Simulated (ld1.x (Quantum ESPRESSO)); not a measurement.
**An all-electron radial function and its pseudo partner (tungsten (W))**

Columns: radius, all-electron u(r) and pseudo u(r) of the 6s shell (level -8.90 eV) of tungsten in the configuration [Xe] 4f14 5d4 6s1.5 6p0; PBEsol, scalar-relativistic, TM scheme, ld1.x (Quantum ESPRESSO) 7.5.

```csv
r (bohr),all-electron,pseudo
0.188,0.0904,-0.0241
0.375,-0.1909,-0.0493
0.562,0.0766,-0.0770
0.750,0.2916,-0.1090
0.938,0.2897,-0.1471
1.125,0.1520,-0.1937
1.312,-0.0338,-0.2520
1.500,-0.2163,-0.3243
1.688,-0.3700,-0.4083
1.875,-0.4872,-0.4949
2.062,-0.5697,-0.5701
2.250,-0.6221,-0.6221
2.438,-0.6492,-0.6492
2.625,-0.6562,-0.6562
2.812,-0.6480,-0.6480
3.000,-0.6281,-0.6281
3.188,-0.6000,-0.6000
3.375,-0.5664,-0.5664
3.562,-0.5294,-0.5294
3.750,-0.4905,-0.4905
3.938,-0.4511,-0.4511
4.125,-0.4126,-0.4126
4.312,-0.3754,-0.3754
4.500,-0.3399,-0.3399
4.688,-0.3066,-0.3066
4.875,-0.2759,-0.2759
```

Q: How many radial nodes do the two functions have?

A: The all-electron 6s function has n − l − 1 = 5 (the table is too coarse to show those close to the nucleus); the pseudo-wave has 0, since the states of the same l below it are removed with the core.

Q: At about which radius was the pseudo-wave matched?

A: 2.25 bohr. The columns agree to 0.0005 from 2.06 bohr on; several derivatives are matched, so the curves merge somewhat inside the radius.

Q: Where does each function peak?

A: Outermost all-electron maximum near 2.62 bohr, pseudo maximum near 2.62 bohr (to the table’s step).

Q: Is the pseudo-wave norm-conserving?

A: Yes: the TM scheme keeps the norm inside the radius equal to the all-electron one, which fixes the energy derivative of the logarithmic derivative at the level.
